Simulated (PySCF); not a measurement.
PySCF input file for Cl₂HMoNS, SMILES [Cl][Mo](=[NH])([Cl])=[S], multiplicity 1, TDDFT-PBE/def2-SVPD. The structure is a stationary point at B3LYP-D3(BJ)/def2-SVP. The multiplicity is an assumed one; no other spin state was optimised. The structure was generated by enumeration; whether it is a known compound was not checked. The def2 effective core potentials stand for the cores of Mo; spin–orbit coupling is left out.

```python
import numpy as np
from pyscf import gto, scf, dft, tdscf

mol = gto.M(
    atom='''
    Mo    0.19225238   -0.03564839    0.00000000
    N     1.90106329   -0.17769753    0.00000001
    H     2.77697143   -0.70363377    0.00000001
    S    -0.61270279   -1.98878190    0.00000002
    Cl   -0.42222853    1.03721353    1.91463620
    Cl   -0.42222852    1.03721350   -1.91463622
    ''',
    basis='def2-SVPD',
    ecp={'Mo': 'def2-svp'},
    charge=0,
    spin=0,
    symmetry=True,
    max_memory=1600,
    verbose=4,
)
mf = dft.RKS(mol, xc='pbe').density_fit(auxbasis='def2-universal-jkfit')
mf.grids.level = 3
mf.conv_tol = 1e-9
mf.max_cycle = 100
mf.kernel()
mf.grids = dft.Grids(mol).set(level=1).build(with_non0tab=True)  # coarser grid for the response kernel
td = tdscf.TDDFT(mf)
td.singlet = True
td.nstates = 10
td.conv_tol = 1e-4
td.positive_eig_threshold = 1e-6
td.kernel(x0=td.get_init_guess(mf, 15))
td.analyze()
tt = tdscf.TDA(mf)
tt.singlet = False
tt.nstates = 4
tt.conv_tol = 1e-4
tt.positive_eig_threshold = 1e-6
tt.kernel(x0=tt.get_init_guess(mf, 9))
tt.analyze(verbose=3)
```

Output:

```
PySCF version 2.14.0

[INPUT] verbose = 4
[INPUT] num. atoms = 6
[INPUT] num. electrons = 72
[INPUT] charge = 0
[INPUT] spin (= nelec alpha-beta = 2S) = 0
[INPUT] symmetry True subgroup None
[INPUT] Mole.unit = angstrom
[INPUT] Symbol           X                Y                Z      unit          X                Y                Z       unit  Magmom
[INPUT]  1 Mo     0.192252380000  -0.035648390000   0.000000000000 AA    0.363304344996  -0.067365693882   0.000000000000 Bohr   0.0
[INPUT]  2 N      1.901063290000  -0.177697530000   0.000000010000 AA    3.592488963565  -0.335799664712   0.000000018897 Bohr   0.0
[INPUT]  3 H      2.776971430000  -0.703633770000   0.000000010000 AA    5.247715458442  -1.329675117295   0.000000018897 Bohr   0.0
[INPUT]  4 S     -0.612702790000  -1.988781900000   0.000000020000 AA   -1.157840468857  -3.758253112492   0.000000037795 Bohr   0.0
[INPUT]  5 Cl    -0.422228530000   1.037213530000   1.914636200000 AA   -0.797896283678   1.960049504393   3.618138046178 Bohr   0.0
[INPUT]  6 Cl    -0.422228520000   1.037213500000  -1.914636220000 AA   -0.797896264780   1.960049447702  -3.618138083972 Bohr   0.0

nuclear repulsion = 388.123755798162
point group symmetry = Cs
symmetry origin: [-1.32280828e-09  4.72431523e-09  1.13383564e-09]
symmetry axis x: [1.00000000e+00 2.35798133e-09 2.78369830e-09]
symmetry axis y: [ 2.35798134e-09 -1.00000000e+00 -1.33599942e-09]
symmetry axis z: [ 2.78369829e-09  1.33599927e-09 -1.00000000e+00]
num. orbitals of irrep A' = 89
num. orbitals of irrep A" = 54
number of shells = 57
number of NR pGTOs = 235
number of NR cGTOs = 143
basis = def2-SVPD
ecp = {'Mo': 'def2-svp'}


******** <class 'pyscf.df.df_jk.DFSymAdaptedRKS'> ********
method = DFSymAdaptedRKS
initial guess = minao
damping factor = 0
level_shift factor = 0
DIIS = <class 'pyscf.scf.diis.CDIIS'>
diis_start_cycle = 1
diis_space = 8
diis_damp = 0
SCF conv_tol = 1e-09
SCF conv_tol_grad = None
SCF max_cycles = 100
direct_scf = False
XC library pyscf.dft.libxc version 7.1.2
    S. Lehtola, C. Steigemann, M. J. T. Oliveira, and M. A. L. Marques,  SoftwareX 7, 1–5 (2018)
XC functionals = pbe
    J. P. Perdew, K. Burke, and M. Ernzerhof,  Phys. Rev. Lett. 77, 3865 (1996)
    J. P. Perdew, K. Burke, and M. Ernzerhof,  Phys. Rev. Lett. 78, 1396 (1997)
    J. P. Perdew, K. Burke, and M. Ernzerhof,  Phys. Rev. Lett. 77, 3865 (1996)
    J. P. Perdew, K. Burke, and M. Ernzerhof,  Phys. Rev. Lett. 78, 1396 (1997)
radial grids:
    Treutler-Ahlrichs [JCP 102, 346 (1995); DOI:10.1063/1.469408] (M4) radial grids

becke partition: Becke, JCP 88, 2547 (1988); DOI:10.1063/1.454033
pruning grids: <function nwchem_prune>
grids dens level: 3
symmetrized grids: True
atomic radii adjust function: <function treutler_atomic_radii_adjust>
small_rho_cutoff = 0
Freeze 0 electrons in irreps []
    72 free electrons in irreps A' A"
Set gradient conv threshold to 3.16228e-05
Initial guess from minao.
tot grids = 102792
init E= -1433.90759203457
HOMO (A') = -0.488816418724593  LUMO (A') = -0.378909191230009  gap/eV = 2.99073
cycle= 1 E= -1441.19782520259  delta_E= -7.29  |g|= 0.664  |ddm|= 4.46
HOMO (A') = -0.156109061633244  LUMO (A') = -0.0814827830539605  gap/eV = 2.03068
cycle= 2 E= -1440.53064554744  delta_E= 0.667  |g|= 1.66  |ddm|= 2.42
HOMO (A') = -0.219437575556735  LUMO (A') = -0.127862024447019  gap/eV = 2.49190
cycle= 3 E= -1441.1534969741  delta_E= -0.623  |g|= 0.742  |ddm|= 2.24
HOMO (A') = -0.258447531733859  LUMO (A') = -0.163085809607753  gap/eV = 2.59492
cycle= 4 E= -1441.31532421738  delta_E= -0.162  |g|= 0.109  |ddm|= 0.851
HOMO (A') = -0.250883519770373  LUMO (A') = -0.152729994716356  gap/eV = 2.67089
cycle= 5 E= -1441.30778885392  delta_E= 0.00754  |g|= 0.21  |ddm|= 0.309
HOMO (A') = -0.252090274974619  LUMO (A') = -0.162715130603505  gap/eV = 2.43202
cycle= 6 E= -1441.31416338254  delta_E= -0.00637  |g|= 0.131  |ddm|= 0.249
HOMO (A') = -0.255561113970029  LUMO (A') = -0.160736773818786  gap/eV = 2.58030
cycle= 7 E= -1441.31900538064  delta_E= -0.00484  |g|= 0.00819  |ddm|= 0.15
HOMO (A') = -0.255276160823288  LUMO (A') = -0.160614276963577  gap/eV = 2.57588
cycle= 8 E= -1441.31902964894  delta_E= -2.43e-05  |g|= 0.00264  |ddm|= 0.0186
HOMO (A') = -0.255408403970167  LUMO (A') = -0.160663105954223  gap/eV = 2.57815
cycle= 9 E= -1441.31903201788  delta_E= -2.37e-06  |g|= 0.000544  |ddm|= 0.00438
HOMO (A') = -0.255398208221107  LUMO (A') = -0.160658699047464  gap/eV = 2.57799
cycle= 10 E= -1441.31903210155  delta_E= -8.37e-08  |g|= 0.000164  |ddm|= 0.00069
HOMO (A') = -0.255388912050103  LUMO (A') = -0.160647315625645  gap/eV = 2.57805
cycle= 11 E= -1441.31903210828  delta_E= -6.73e-09  |g|= 5.19e-05  |ddm|= 0.000213
HOMO (A') = -0.25539513792139  LUMO (A') = -0.160653780455767  gap/eV = 2.57804
cycle= 12 E= -1441.31903210875  delta_E= -4.77e-10  |g|= 2.64e-05  |ddm|= 0.000103
HOMO (A') = -0.255391765703884  LUMO (A') = -0.160650875729392  gap/eV = 2.57803
Extra cycle  E= -1441.31903210595  delta_E= 2.8e-09  |g|= 0.000105  |ddm|= 0.000141
converged SCF energy = -1441.31903210595
tot grids = 34712
Overwritten attributes  positive_eig_threshold  of <class 'pyscf.tdscf.rks.CasidaTDDFT'>


******** <class 'pyscf.tdscf.rks.CasidaTDDFT'> for <class 'pyscf.df.df_jk.DFSymAdaptedRKS'> ********
nstates = 10 singlet
deg_eia_thresh = 1.000e-03
wfnsym = None
conv_tol = 0.0001
eigh lindep = 1e-12
eigh level_shift = 0
eigh max_cycle = 100


Excitation energies (eV)
[2.76250366 2.96332823 3.2553409  3.5882008  3.73079522 3.84417797
 3.94493201 4.1274122  4.18946068 4.24997072]

** Singlet excitation energies and oscillator strengths **
Excited State   1:   A'      2.76250 eV    448.81 nm  f=0.0042
      36 -> 37        0.69022
      36 -> 39        0.11578
Excited State   2:   A"      2.96333 eV    418.40 nm  f=0.0007
      35 -> 37        0.16735
      36 -> 38       -0.68531
Excited State   3:   A"      3.25534 eV    380.86 nm  f=0.0067
      34 -> 37       -0.12201
      35 -> 37       -0.67186
      36 -> 38       -0.15759
Excited State   4:   A"      3.58820 eV    345.53 nm  f=0.0072
      34 -> 37        0.68650
Excited State   5:   A'      3.73080 eV    332.33 nm  f=0.0039
      33 -> 37       -0.32502
      34 -> 38        0.10726
      35 -> 38        0.55700
      36 -> 39        0.25291
Excited State   6:   A'      3.84418 eV    322.52 nm  f=0.0010
      34 -> 38        0.68225
      36 -> 39       -0.14369
Excited State   7:   A"      3.94493 eV    314.29 nm  f=0.0005
      36 -> 40        0.70073
Excited State   8:   A'      4.12741 eV    300.39 nm  f=0.0055
      33 -> 37        0.51881
      34 -> 40       -0.16218
      36 -> 39        0.40801
Excited State   9:   A'      4.18946 eV    295.94 nm  f=0.0004
      32 -> 37       -0.70021
Excited State  10:   A"      4.24997 eV    291.73 nm  f=0.0001
      31 -> 37        0.14469
      33 -> 38       -0.66663
      35 -> 39       -0.13922

** Transition electric dipole moments (AU) **
state          X           Y           Z        Dip. S.      Osc.
  1        -0.2067     -0.1395      0.0000      0.0622      0.0042
  2         0.0000      0.0000     -0.0969      0.0094      0.0007
  3         0.0000      0.0000     -0.2909      0.0846      0.0067
  4        -0.0000     -0.0000     -0.2855      0.0815      0.0072
  5         0.0342     -0.2025      0.0000      0.0422      0.0039
  6         0.1010     -0.0272      0.0000      0.0109      0.0010
  7        -0.0000     -0.0000      0.0752      0.0057      0.0005
  8         0.1954     -0.1286      0.0000      0.0547      0.0055
  9        -0.0456     -0.0443     -0.0000      0.0040      0.0004
 10        -0.0000      0.0000      0.0258      0.0007      0.0001

WARN: ECP detected. Skipping calculation of transition velocity and magnetic dipole moments, which have not yet been implemented.

Overwritten attributes  positive_eig_threshold  of <class 'pyscf.tdscf.rks.TDA'>


******** <class 'pyscf.tdscf.rks.TDA'> for <class 'pyscf.df.df_jk.DFSymAdaptedRKS'> ********
nstates = 4 triplet
deg_eia_thresh = 1.000e-03
wfnsym = None
conv_tol = 0.0001
eigh lindep = 1e-12
eigh level_shift = 0
eigh max_cycle = 100


Excitation energies (eV)
[2.37695359 2.66362383 2.90549112 2.94648913]

** Triplet excitation energies and oscillator strengths **
Excited State   1:   A'      2.37695 eV    521.61 nm  f=0.0000
Excited State   2:   A"      2.66362 eV    465.47 nm  f=0.0000
Excited State   3:   A'      2.90549 eV    426.72 nm  f=0.0000
Excited State   4:   A"      2.94649 eV    420.79 nm  f=0.0000
```

Self-consistency was reached.
